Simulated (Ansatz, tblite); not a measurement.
Cost and result up the ladder for AlB12⁻ (the lowest singlet isomer of a short search) (13 atoms). Total charge -1; singlet. Geometry: PBE-D4/def2-SVP.

Cartesian coordinates in Å:
```
Al -0.8256 1.9210 1.8499
B 0.3091 -0.7197 -0.6910
B 0.5340 2.6838 0.6277
B 0.8311 -1.9373 -1.8669
B -1.0220 -1.8613 0.3067
B 1.5371 -0.5695 -2.0340
B 0.3455 1.0315 0.0799
B -0.7379 -0.1207 0.7941
B -0.2433 -2.4486 -0.8761
B -1.8062 -1.1823 1.5365
B -1.7791 0.2134 2.1626
B 1.3736 2.1964 -0.5551
B 1.4838 0.7934 -1.3343
```

Ansatz on 4 threads of Arm Neoverse V1 on a shared host; xTB runs through tblite on one thread. Times are rough, summed over both states, and most runs start from the orbitals of an earlier one. No level here is sound enough to serve as a yardstick. The other state is a doublet.

The xTB rows come from tblite. At PBE0-D4/def2-TZVPD a triplet of charge -1 lies 0.10 eV below the restricted singlet, each at its own geometry. The structure comes from a short search, and lower isomers may exist.

Raw xTB energies of ions are shifted by several eV.

```tsv
level	functions	wall time	vertical IE (eV)	remarks
GFN1-xTB	57	0.022 s	6.47	–
GFN2-xTB	57	0.047 s	3.28	–
PBE-D4/def2-TZVPD	486	49 s	2.43	restricted SCF unstable in HF (-1 singlet)
r2SCAN-D4/def2-TZVPD	486	86 s	2.31	restricted SCF unstable in HF (-1 singlet)
PBE0-D4/def2-TZVPD	486	3.9 min	2.32	restricted SCF unstable in HF (-1 singlet)
```
